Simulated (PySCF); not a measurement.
Electron correlation in O (oxygen, neutral)

[He] 2s1 2p5, high-spin 3P determinant (an excited configuration). Calculation: PySCF 2.14, in dyall-av3z (15s9p3d2f, 71 functions); the non-relativistic Hamiltonian (point nucleus). Frozen: 1s2; 6 electrons correlated; the 14 highest virtual orbitals of each spin left out.

```csv
level,correlation energy (mhartree)
CCSD,-212.43
(T),-16.29
CCSD(T),-228.72
```

Diagnostics: T1 = 0.024, D1 = 0.0625, largest double amplitude 0.213.

Is a single reference adequate?

Not fully. A double-excitation amplitude exceeds 0.15, a sign of near-degeneracy.
